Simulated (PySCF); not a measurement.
# ZnH⁻: mean field, correlation and small terms against distance

State: ¹Σ⁺, singlet, closed shell. RHF-based CCSD(T) in PySCF 2.14 with Zn aug-cc-pVDZ-PP with ECP10, H aug-cc-pVDZ and Zn aug-cc-pVTZ-PP with ECP10, H aug-cc-pVTZ (frozen core orbitals: 4; scalar-relativistic core potentials). Correlation energies are extrapolated as n⁻³ (n = 2, 3), Hartree–Fock as (n+1)·exp(−9√n). CV is the change on freezing 0 orbitals instead, in Zn cc-pwCVTZ-PP with ECP10, H cc-pVTZ. All energies in eV from Zn + H⁻.

```json
{"R (Å)": "1.5715", "HF/CBS": "-0.896", "CCSD corr.": "0.017", "(T)": "-0.0384", "CV": "0.0133", "total": "-0.904"}
{"R (Å)": "1.6430", "HF/CBS": "-0.980", "CCSD corr.": "0.033", "(T)": "-0.0361", "CV": "0.0127", "total": "-0.970"}
{"R (Å)": "1.7144", "HF/CBS": "-1.021", "CCSD corr.": "0.044", "(T)": "-0.0343", "CV": "0.0121", "total": "-0.999"}
{"R (Å)": "1.7858", "HF/CBS": "-1.032", "CCSD corr.": "0.052", "(T)": "-0.0331", "CV": "0.0114", "total": "-1.002"}
{"R (Å)": "1.8573", "HF/CBS": "-1.020", "CCSD corr.": "0.055", "(T)": "-0.0322", "CV": "0.0108", "total": "-0.986"}
{"R (Å)": "1.9466", "HF/CBS": "-0.985", "CCSD corr.": "0.057", "(T)": "-0.0316", "CV": "0.0101", "total": "-0.950"}
{"R (Å)": "2.0359", "HF/CBS": "-0.936", "CCSD corr.": "0.056", "(T)": "-0.0312", "CV": "0.0094", "total": "-0.902"}
```

A fit to the total gives Re = 1.7575 Å, De = 1.003 eV, ωe = 1061.6 cm⁻¹, Be = 5.501 cm⁻¹ (masses 63.9291 and 1.0078 u).

At R = 1.7858 Å the CCSD correlation energy is -0.463360 hartree in the smaller basis and -0.531220 in the larger. Extrapolate it.

(3³·E3 − 2³·E2)/(3³ − 2³) = -0.55979 hartree; the larger basis holds 94.9 % of it.

The T1 diagnostic is 0.026, large enough to doubt a single reference. Spin–orbit coupling, excitations beyond (T) and corrections to the Born–Oppenheimer picture are left out.
